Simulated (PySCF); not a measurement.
PySCF job for C2H6F2OSi, SMILES O[SiH](CF)CF, ωB97X-D3(BJ)/def2-SVP. 

```python
import numpy as np
from pyscf import gto, scf, dft
import os
os.environ['JAX_PLATFORMS'] = 'cpu'
from ase import Atoms, units
from ase.calculators.calculator import Calculator, all_changes
from sella import Sella

mol = gto.M(
    atom='''
    O     1.19189047   -1.04148464    0.59539903
    Si    0.24733224   -0.09758247   -0.30855192
    C     0.18233140    1.71274403    0.34285123
    F     1.46452805    2.20007456    0.50805539
    C    -1.58542115   -0.68610145   -0.31449053
    F    -1.64690953   -2.03028580   -0.62884579
    H     1.08158217   -1.23976859    1.52269747
    H     0.87380852   -0.20008671   -1.61497896
    H    -0.31359157    2.39769179   -0.34853275
    H    -0.30144880    1.81001270    1.32047486
    H    -2.19531100   -0.17354363   -1.06184138
    H    -2.08284242   -0.58422807    0.65566489
    ''',
    basis='def2-SVP',
    charge=0,
    spin=0,
    max_memory=1600,
    verbose=3,
)
mf = dft.RKS(mol, xc='wb97x-d3bj').density_fit(auxbasis='def2-universal-jkfit')
mf.grids.level = 3
mf.conv_tol = 1e-9
mf.max_cycle = 100
mf.kernel()
grad = mf.nuc_grad_method()
grad.grid_response = mol.nao <= 150
scan = grad.as_scanner()
scan.verbose = scan.base.verbose = 0
class SCF(Calculator):
    implemented_properties = ['energy', 'forces']
    def calculate(self, atoms=None, properties=None, system_changes=all_changes):
        super().calculate(atoms, properties, system_changes)
        e, g = scan(mol.set_geom_(self.atoms.positions, unit='Angstrom', inplace=False))
        assert scan.converged
        self.results = {'energy': float(e) * units.Hartree, 'forces': -np.asarray(g) * units.Hartree / units.Bohr}
atoms = Atoms(mol.elements, mol.atom_coords(unit='Angstrom'), calculator=SCF())
conv = Sella(atoms, order=0, internal=True, allow_fragments=True).run(fmax=0.002, steps=150)
mol_eq = mol.set_geom_(atoms.positions, unit='Angstrom', inplace=False)
print(mol_eq.tostring(format='xyz'))
mf.reset(mol_eq)
mf.verbose = 3
mf.kernel()
```

It prints:

```
converged SCF energy = -643.962908685021
     Step          Energy         fmax         cmax       rtrust          rho
Sella   0   -17523.123294       1.8574       0.0000       0.1000       1.0000
Sella   1   -17523.233208       1.8574       0.0000       0.1000       1.1227
Sella   2   -17523.258437       0.7840       0.0000       0.1000       1.1647
Sella   3   -17523.263259       0.2454       0.0000       0.1000       1.4619
Sella   4   -17523.267043       0.1552       0.0000       0.1000       1.2773
Sella   5   -17523.268335       0.1109       0.0000       0.1000       1.3424
Sella   6   -17523.268866       0.0745       0.0000       0.1000       1.1976
Sella   7   -17523.268951       0.0264       0.0000       0.1000       1.1378
Sella   8   -17523.268962       0.0192       0.0000       0.1000       1.1769
Sella   9   -17523.268965       0.0089       0.0000       0.1000       1.3141
Sella  10   -17523.268966       0.0025       0.0000       0.1000       1.2190
12
XYZ from PySCF
O           1.18921546       -1.06991075        0.69863574
Si          0.24238694       -0.10576909       -0.27014221
C           0.20340694        1.69515695        0.33012027
F           1.49025637        2.21801712        0.31229451
C          -1.56064017       -0.69806610       -0.32618033
F          -1.61093941       -1.99242341       -0.82781310
H           0.96403247       -1.16886038        1.62825919
H           0.84707688       -0.17961048       -1.61997489
H          -0.44365944        2.31576304       -0.31844942
H          -0.20075328        1.78069342        1.35688256
H          -2.17362798       -0.04051957       -0.97143877
H          -2.03080641       -0.68702901        0.67570801
converged SCF energy = -643.968262056682
```

The calculation finished and met its thresholds.
